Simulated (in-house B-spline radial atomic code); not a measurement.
Removal energies of one electron outside the [Ne] 3s2 3p6 core along the 19-electron series, with the parts due to correlation (partial-wave tail included) and to Breit and QED terms, both contained in the total; recoil is left out. Computed with an all-electron radial atomic-structure program (B-spline basis): frozen-core Dirac-Hartree-Fock with a screened correlation potential.

```json
{"ion": "K", "Z": "19", "removal energy of 3d3/2 (eV)": "1.6761", "correlation part of 3d3/2 (eV)": "0.095912", "Breit and QED part of 3d3/2 (eV)": "0.00012467", "removal energy of 3d5/2 (eV)": "1.6764", "correlation part of 3d5/2 (eV)": "0.095854", "Breit and QED part of 3d5/2 (eV)": "0.00013518"}
{"ion": "Ca+", "Z": "20", "removal energy of 3d3/2 (eV)": "10.283", "correlation part of 3d3/2 (eV)": "1.2747", "Breit and QED part of 3d3/2 (eV)": "0.0053149", "removal energy of 3d5/2 (eV)": "10.275", "correlation part of 3d5/2 (eV)": "1.2682", "Breit and QED part of 3d5/2 (eV)": "0.0069088"}
{"ion": "Sc2+", "Z": "21", "removal energy of 3d3/2 (eV)": "24.915", "correlation part of 3d3/2 (eV)": "1.8148", "Breit and QED part of 3d3/2 (eV)": "0.008476", "removal energy of 3d5/2 (eV)": "24.89", "correlation part of 3d5/2 (eV)": "1.8064", "Breit and QED part of 3d5/2 (eV)": "0.012408"}
{"ion": "Ti3+", "Z": "22", "removal energy of 3d3/2 (eV)": "43.46", "correlation part of 3d3/2 (eV)": "2.0835", "Breit and QED part of 3d3/2 (eV)": "0.0097137", "removal energy of 3d5/2 (eV)": "43.412", "correlation part of 3d5/2 (eV)": "2.0741", "Breit and QED part of 3d5/2 (eV)": "0.016184"}
{"ion": "V4+", "Z": "23", "removal energy of 3d3/2 (eV)": "65.502", "correlation part of 3d3/2 (eV)": "2.2558", "Breit and QED part of 3d3/2 (eV)": "0.0097324", "removal energy of 3d5/2 (eV)": "65.425", "correlation part of 3d5/2 (eV)": "2.2454", "Breit and QED part of 3d5/2 (eV)": "0.019138"}
{"ion": "Cr5+", "Z": "24", "removal energy of 3d3/2 (eV)": "90.88", "correlation part of 3d3/2 (eV)": "2.3786", "Breit and QED part of 3d3/2 (eV)": "0.0086162", "removal energy of 3d5/2 (eV)": "90.763", "correlation part of 3d5/2 (eV)": "2.3671", "Breit and QED part of 3d5/2 (eV)": "0.021437"}
{"ion": "Mn6+", "Z": "25", "removal energy of 3d3/2 (eV)": "119.51", "correlation part of 3d3/2 (eV)": "2.4712", "Breit and QED part of 3d3/2 (eV)": "0.0063259", "removal energy of 3d5/2 (eV)": "119.34", "correlation part of 3d5/2 (eV)": "2.4585", "Breit and QED part of 3d5/2 (eV)": "0.023095"}
{"ion": "Fe7+", "Z": "26", "removal energy of 3d3/2 (eV)": "151.33", "correlation part of 3d3/2 (eV)": "2.5435", "Breit and QED part of 3d3/2 (eV)": "0.0027826", "removal energy of 3d5/2 (eV)": "151.1", "correlation part of 3d5/2 (eV)": "2.5295", "Breit and QED part of 3d5/2 (eV)": "0.024079"}
{"ion": "Co8+", "Z": "27", "removal energy of 3d3/2 (eV)": "186.32", "correlation part of 3d3/2 (eV)": "2.6012", "Breit and QED part of 3d3/2 (eV)": "-0.0021086", "removal energy of 3d5/2 (eV)": "186.01", "correlation part of 3d5/2 (eV)": "2.5858", "Breit and QED part of 3d5/2 (eV)": "0.024336"}
{"ion": "Ni9+", "Z": "28", "removal energy of 3d3/2 (eV)": "224.44", "correlation part of 3d3/2 (eV)": "2.6479", "Breit and QED part of 3d3/2 (eV)": "-0.0084508", "removal energy of 3d5/2 (eV)": "224.04", "correlation part of 3d5/2 (eV)": "2.6309", "Breit and QED part of 3d5/2 (eV)": "0.0238"}
{"ion": "Cu10+", "Z": "29", "removal energy of 3d3/2 (eV)": "265.68", "correlation part of 3d3/2 (eV)": "2.686", "Breit and QED part of 3d3/2 (eV)": "-0.016352", "removal energy of 3d5/2 (eV)": "265.18", "correlation part of 3d5/2 (eV)": "2.6673", "Breit and QED part of 3d5/2 (eV)": "0.022403"}
{"ion": "Zn11+", "Z": "30", "removal energy of 3d3/2 (eV)": "310.03", "correlation part of 3d3/2 (eV)": "2.7173", "Breit and QED part of 3d3/2 (eV)": "-0.025923", "removal energy of 3d5/2 (eV)": "309.4", "correlation part of 3d5/2 (eV)": "2.6969", "Breit and QED part of 3d5/2 (eV)": "0.020073"}
{"ion": "Ga12+", "Z": "31", "removal energy of 3d3/2 (eV)": "357.48", "correlation part of 3d3/2 (eV)": "2.7432", "Breit and QED part of 3d3/2 (eV)": "-0.037276", "removal energy of 3d5/2 (eV)": "356.69", "correlation part of 3d5/2 (eV)": "2.7209", "Breit and QED part of 3d5/2 (eV)": "0.016734"}
{"ion": "Ge13+", "Z": "32", "removal energy of 3d3/2 (eV)": "408.01", "correlation part of 3d3/2 (eV)": "2.7646", "Breit and QED part of 3d3/2 (eV)": "-0.050525", "removal energy of 3d5/2 (eV)": "407.06", "correlation part of 3d5/2 (eV)": "2.7401", "Breit and QED part of 3d5/2 (eV)": "0.012312"}
{"ion": "As14+", "Z": "33", "removal energy of 3d3/2 (eV)": "461.64", "correlation part of 3d3/2 (eV)": "2.7821", "Breit and QED part of 3d3/2 (eV)": "-0.065784", "removal energy of 3d5/2 (eV)": "460.48", "correlation part of 3d5/2 (eV)": "2.7555", "Breit and QED part of 3d5/2 (eV)": "0.0067291"}
{"ion": "Se15+", "Z": "34", "removal energy of 3d3/2 (eV)": "518.34", "correlation part of 3d3/2 (eV)": "2.7964", "Breit and QED part of 3d3/2 (eV)": "-0.083169", "removal energy of 3d5/2 (eV)": "516.96", "correlation part of 3d5/2 (eV)": "2.7675", "Breit and QED part of 3d5/2 (eV)": "-9.1158e-05"}
```
